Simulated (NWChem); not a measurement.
Program: NWChem. System: tert-butanol (C₄H₁₀O), charge 0, spin multiplicity 1, at a geometry optimised with B3LYP/def2-SVP. Level: MP2/def2-SVP, 5 core orbitals frozen.

Job file:

```
start mol
memory heap 200 mb stack 900 mb global 1100 mb
geometry units angstroms nocenter noautoz
  C      0.795564     0.318176    -1.264426
  C     -0.018163     0.003708     0.000000
  C      0.795564     0.318176     1.264426
  C     -0.480081    -1.454937     0.000000
  O     -1.221834     0.776256     0.000000
  H      1.711259    -0.291885    -1.323086
  H      0.189719     0.127037    -2.163496
  H      1.100925     1.378804    -1.278210
  H      0.189719     0.127037     2.163496
  H      1.711259    -0.291885     1.323086
  H      1.100925     1.378804     1.278210
  H      0.378136    -2.144296     0.000000
  H     -1.095103    -1.657543    -0.890146
  H     -1.095103    -1.657543     0.890146
  H     -0.974362     1.710685     0.000000
  symmetry group Cs
end
basis spherical
  * library def2-svp
end
scf
  rhf
  nopen 0
  maxiter 100
  thresh 1e-7
  semidirect memsize 60000000 filesize 0
end
mp2
  freeze core 5
end
task mp2 energy
```

Output (cleaned and shortened):

```
             Northwest Computational Chemistry Package (NWChem) 7.3.0
             --------------------------------------------------------

                                NWChem Input Module
                                -------------------

 Scaling coordinates for geometry "geometry" by  1.889725989
 (inverse scale =  0.529177249)

 Turning off AUTOSYM since
 SYMMETRY directive was detected!

                             Geometry "geometry" -> ""
                             -------------------------

 Output coordinates in angstroms (scale by  1.889725989 to convert to a.u.)

  No.       Tag          Charge          X              Y              Z
 ---- ---------------- ---------- -------------- -------------- --------------
    1 C                    6.0000     0.79556400     0.31817600    -1.26442600
    2 C                    6.0000    -0.01816300     0.00370800     0.00000000
    3 C                    6.0000     0.79556400     0.31817600     1.26442600
    4 C                    6.0000    -0.48008100    -1.45493700     0.00000000
    5 O                    8.0000    -1.22183400     0.77625600     0.00000000
    6 H                    1.0000     1.71125900    -0.29188500    -1.32308600
    7 H                    1.0000     0.18971900     0.12703700    -2.16349600
    8 H                    1.0000     1.10092500     1.37880400    -1.27821000
    9 H                    1.0000     0.18971900     0.12703700     2.16349600
   10 H                    1.0000     1.71125900    -0.29188500     1.32308600
   11 H                    1.0000     1.10092500     1.37880400     1.27821000
   12 H                    1.0000     0.37813600    -2.14429600     0.00000000
   13 H                    1.0000    -1.09510300    -1.65754300    -0.89014600
   14 H                    1.0000    -1.09510300    -1.65754300     0.89014600
   15 H                    1.0000    -0.97436200     1.71068500     0.00000000

 Effective nuclear repulsion energy (a.u.)     198.8061398076

            Nuclear Dipole moment (a.u.)
            ----------------------------
        X                 Y               Z
 ---------------- ---------------- ----------------
     0.0000113384     0.0000018897    -0.0000000000

      Symmetry information
      --------------------

 Group name             Cs
 Group number              2
 Group order               2
 No. of unique centers    10

      Symmetry unique atoms

     1    2    4    5    6    7    8   12   13   15


 Summary of "ao basis" -> "" (spherical)
 ------------------------------------------------------------------------------
       Tag                 Description            Shells   Functions and Types
 ---------------- ------------------------------  ------  ---------------------
 *                          def2-svp                  on all atoms

 Summary of "ao basis" -> "ao basis" (spherical)
 ------------------------------------------------------------------------------
       Tag                 Description            Shells   Functions and Types
 ---------------- ------------------------------  ------  ---------------------
 C                          def2-svp                 6       14   3s2p1d
 O                          def2-svp                 6       14   3s2p1d
 H                          def2-svp                 3        5   2s1p

                                 NWChem SCF Module
                                 -----------------

  ao basis        = "ao basis"
  functions       =   120
  atoms           =    15
  closed shells   =    21
  open shells     =     0
  charge          =   0.00
  wavefunction    = RHF
  use symmetry    = T
  symmetry adapt  = T

 Summary of "ao basis" -> "ao basis" (spherical)
 ------------------------------------------------------------------------------
       Tag                 Description            Shells   Functions and Types
 ---------------- ------------------------------  ------  ---------------------
 C                          def2-svp                 6       14   3s2p1d
 O                          def2-svp                 6       14   3s2p1d
 H                          def2-svp                 3        5   2s1p

      Symmetry analysis of basis
      --------------------------

        a'         72
        a"         48

 Forming initial guess at       0.1s

      Superposition of Atomic Density Guess
      -------------------------------------

 Sum of atomic energies:        -230.18318606

      Non-variational initial energy
      ------------------------------

 Total energy =    -233.443082
 1-e energy   =    -703.688845
 2-e energy   =     271.439624
 HOMO         =      -0.360421
 LUMO         =       0.076500

      Symmetry analysis of molecular orbitals - initial
      -------------------------------------------------

  Numbering of irreducible representations:

     1 a'          2 a"

  Orbital symmetries:

     1 a'          2 a'          3 a'          4 a"          5 a'
     6 a'          7 a'          8 a'          9 a"         10 a'
    11 a'         12 a'         13 a"         14 a'         15 a"
    16 a'         17 a'         18 a"         19 a"         20 a'
    21 a"         22 a'         23 a'         24 a'         25 a"
    26 a'         27 a"         28 a'         29 a"         30 a'
    31 a'

 Starting SCF solution at       2.2s

 ----------------------------------------------
         Quadratically convergent ROHF

 Convergence threshold     :          1.000E-07
 Maximum no. of iterations :          100
 Final Fock-matrix accuracy:          1.000E-09
 ----------------------------------------------
[...]
      Two-electron energy =    277.846091308866
 Nuclear repulsion energy =    198.806139807647

        Time for solution =      3.5s

       Symmetry analysis of molecular orbitals - final
       -----------------------------------------------

  Numbering of irreducible representations:

     1 a'          2 a"

  Orbital symmetries:

     1 a'          2 a'          3 a"          4 a'          5 a'
     6 a'          7 a'          8 a"          9 a'         10 a'
    11 a'         12 a'         13 a"         14 a'         15 a"
    16 a'         17 a"         18 a'         19 a"         20 a'
    21 a"         22 a'         23 a'         24 a'         25 a"
    26 a'         27 a"         28 a'         29 a"         30 a'
    31 a"

             Final eigenvalues
             -----------------

              1
    1  -20.5399
    2  -11.2835
    3  -11.2245
    4  -11.2244
    5  -11.2178
    6   -1.3359
    7   -1.0497
    8   -0.9282
    9   -0.9263
   10   -0.7639
   11   -0.6662
   12   -0.6206
   13   -0.6199
   14   -0.5722
   15   -0.5540
   16   -0.5291
   17   -0.5144
   18   -0.5092
   19   -0.5022
   20   -0.4613
   21   -0.4308
   22    0.1589
   23    0.2168
   24    0.2246
   25    0.2335
   26    0.2439
   27    0.2529
   28    0.2608
   29    0.2978
   30    0.3038
   31    0.3239

                       ROHF Final Molecular Orbital Analysis
                       -------------------------------------

 Vector   19  Occ=2.000000D+00  E=-5.022253D-01  Symmetry=a"
              MO Center= -7.9D-02, -9.9D-02,  7.5D-15, r^2= 3.8D+00
   Bfn.  Coefficient  Atom+Function         Bfn.  Coefficient  Atom+Function
  ----- ------------  ---------------      ----- ------------  ---------------
    62      0.314122   5 O  pz               65      0.239849   5 O  pz
    48     -0.209811   4 C  pz                6     -0.167734   1 C  pz
    34     -0.167734   3 C  pz              106      0.166407  13 H  s
   111     -0.166407  14 H  s                20      0.157715   2 C  pz
    76      0.157294   7 H  s                86     -0.157294   9 H  s

 Vector   20  Occ=2.000000D+00  E=-4.613254D-01  Symmetry=a'
              MO Center= -8.1D-02, -6.6D-02, -1.5D-14, r^2= 3.0D+00
   Bfn.  Coefficient  Atom+Function         Bfn.  Coefficient  Atom+Function
  ----- ------------  ---------------      ----- ------------  ---------------
    47      0.285707   4 C  py               19     -0.260764   2 C  py
    18     -0.246568   2 C  px               60      0.203917   5 O  px
    63      0.167369   5 O  px               50      0.150104   4 C  py

 Vector   21  Occ=2.000000D+00  E=-4.307550D-01  Symmetry=a"
              MO Center= -3.2D-01,  3.8D-01,  1.1D-16, r^2= 2.5D+00
   Bfn.  Coefficient  Atom+Function         Bfn.  Coefficient  Atom+Function
  ----- ------------  ---------------      ----- ------------  ---------------
    62      0.446644   5 O  pz               65      0.377835   5 O  pz
    20     -0.289452   2 C  pz                6      0.218455   1 C  pz
    34      0.218455   3 C  pz

 Vector   22  Occ=0.000000D+00  E= 1.589419D-01  Symmetry=a'
              MO Center=  5.6D-01,  3.6D-01, -9.4D-14, r^2= 7.8D+00
   Bfn.  Coefficient  Atom+Function         Bfn.  Coefficient  Atom+Function
  ----- ------------  ---------------      ----- ------------  ---------------
     3      1.438185   1 C  s                31      1.438185   3 C  s
    45      1.165009   4 C  s                82     -0.721754   8 H  s
    97     -0.721754  11 H  s                72     -0.672501   6 H  s
    92     -0.672501  10 H  s               102     -0.636832  12 H  s
   117     -0.564351  15 H  s                77     -0.513859   7 H  s

 Vector   23  Occ=0.000000D+00  E= 2.167967D-01  Symmetry=a'
              MO Center= -4.2D-02,  4.4D-01, -1.1D-15, r^2= 7.9D+00
   Bfn.  Coefficient  Atom+Function         Bfn.  Coefficient  Atom+Function
  ----- ------------  ---------------      ----- ------------  ---------------
    45      1.591764   4 C  s               117      0.923407  15 H  s
   102     -0.715786  12 H  s               107     -0.688578  13 H  s
   112     -0.688578  14 H  s                82      0.620228   8 H  s
    97      0.620228  11 H  s                 8     -0.557163   1 C  py
    36     -0.557163   3 C  py               17     -0.549181   2 C  s

 Vector   24  Occ=0.000000D+00  E= 2.246318D-01  Symmetry=a'
              MO Center=  5.1D-01, -4.3D-01, -8.5D-15, r^2= 7.5D+00
   Bfn.  Coefficient  Atom+Function         Bfn.  Coefficient  Atom+Function
  ----- ------------  ---------------      ----- ------------  ---------------
    72      0.837462   6 H  s                92      0.837462  10 H  s
   102      0.766800  12 H  s                77     -0.704726   7 H  s
    87     -0.704726   9 H  s               107     -0.690551  13 H  s
   112     -0.690551  14 H  s                49     -0.678289   4 C  px
    82     -0.606683   8 H  s                97     -0.606683  11 H  s

 center of mass
 --------------
 x =  -0.08127916 y =   0.03333094 z =  -0.00000000

 moments of inertia (a.u.)
 ------------------
         395.775706168917          -9.302799146799          -0.000000000000
          -9.302799146799         392.323346620136          -0.000000000000
          -0.000000000000          -0.000000000000         386.539454698544

  Mulliken analysis of the total density
  --------------------------------------

    Atom       Charge   Shell Charges
 -----------   ------   -------------------------------------------------------
    1 C    6     5.98   1.99  0.86  0.19  2.04  0.87  0.04
    2 C    6     6.08   1.99  0.89  0.34  1.97  0.81  0.09
    3 C    6     5.98   1.99  0.86  0.19  2.04  0.87  0.04
    4 C    6     5.97   1.99  0.86  0.19  2.04  0.86  0.04
    5 O    8     8.45   1.99  1.05  0.72  2.84  1.84  0.01
    6 H    1     0.97   0.75  0.19  0.02
    7 H    1     0.96   0.75  0.18  0.02
    8 H    1     0.98   0.76  0.20  0.02
    9 H    1     0.96   0.75  0.18  0.02
   10 H    1     0.97   0.75  0.19  0.02
   11 H    1     0.98   0.76  0.20  0.02
   12 H    1     0.98   0.76  0.19  0.02
   13 H    1     0.96   0.75  0.18  0.02
   14 H    1     0.96   0.75  0.18  0.02
   15 H    1     0.81   0.69  0.06  0.07

       Multipole analysis of the density wrt the origin
       ------------------------------------------------

     L   x y z        total         open         nuclear
     -   - - -        -----         ----         -------
     0   0 0 0     -0.000000      0.000000     42.000000

     1   1 0 0      0.641309      0.000000      0.000011
     1   0 1 0      0.209827      0.000000      0.000002
     1   0 0 1     -0.000000      0.000000     -0.000000

     2   2 0 0    -27.308709      0.000000    117.011921
     2   1 1 0      0.022465      0.000000     10.278471
     2   1 0 1     -0.000000      0.000000      0.000000
     2   0 2 0    -22.422775      0.000000    127.704005
     2   0 1 1     -0.000000      0.000000      0.000000
     2   0 0 2    -25.054577      0.000000    131.772922

                   NWChem MP2 Semi-direct Energy/Gradient Module
                   ---------------------------------------------

  Basis functions       =    120
  Molecular orbitals    =    120
  Frozen core           =      5
  Frozen virtuals       =      0
  Active alpha occupied =     16
  Active beta occupied  =     16
  Active alpha virtual  =     99
  Active beta virtual   =     99
  Use MO symmetry       = T
  Use skeleton AO sym   = T

  AO/Fock/Back tols     =   1.0D-09  1.0D-09  1.0D-09

 GA uses MA = F    GA memory limited = T

 Available:
  local mem=  1.26D+08
 global mem=  1.44D+08
 local disk=  0.00D+00
  mp2_memr nvloc                    99
  nvloc new                    99
   1 passes of  16:        3145728                      69768                  38784854.
   1 passes of  16: M    126140101           G      144150400           F     122994373.

 Semi-direct pass number   1 of   1  for RHF alpha+beta  at        5.8s
  vrange nnbf                  7197
  mp2_eaftype                   147  avail_ma_in_mb                  1099
 EAF : mp2_eaftype filesize         147   19392427.
  mp2_eaf for mointskh                    147
Node 0 wrote     91.2 Mb in      0.0 s     Agg I/O rate:  2809.2 Mb/s
 Done moints_semi at       14.7s
  mp2_eaftype                   147  avail_ma_in_mb                   952
 EAF : mp2_eaftype filesize         147   19392427.
  mp2_eaf for kh                   147
 Done maket at       15.3s
 Done multipass loop at       15.3s

          -------------------------------------------
          SCF energy                -231.988059931818
          Correlation energy          -0.771999780485
          Singlet pairs               -0.501411608543
          Triplet pairs               -0.270588171942
          Total MP2 energy          -232.760059712303
          -------------------------------------------

          ---------------------------------------------------
                    Spin Component Scaled (SCS) MP2
          Same spin pairs                     -0.180392114628
          Same spin scaling factor             0.333333333333
          Opposite spin pairs                 -0.591607665857
          Opposite spin scaling fact.          1.200000000000
          SCS-MP2 correlation energy          -0.770059903904
          Total SCS-MP2 energy              -232.758119835722
          ---------------------------------------------------

 -----------------------
 Performance information
 -----------------------

 Timer overhead =  2.66D-07 seconds/call

               Nr. of calls         CPU time (s)                 Wall time (s)                GFlops
             ---------------    -------------------     ------------------------------   -------------------
Name         Min   Avg   Max    Min     Avg     Max     Min     Avg     Max   Mx/calls   Min     Max     Sum
mp2: moin     1     1     1    8.9     8.9     8.9      8.9     8.9     8.9     8.9      0.0     0.0     0.0
mp2: make     1     1     1   0.66    0.66    0.66     0.66    0.66    0.66    0.66      0.0     0.0     0.0
mp2: tota     1     1     1    9.6     9.6     9.6      9.6     9.6     9.6     9.6      0.0     0.0     0.0

 The average no. of pstat calls per process was 3.00D+00
 with a timing overhead of 7.97D-07s

 Task  times  cpu:       15.3s     wall:       15.3s

 Total times  cpu:       15.3s     wall:       15.3s
```
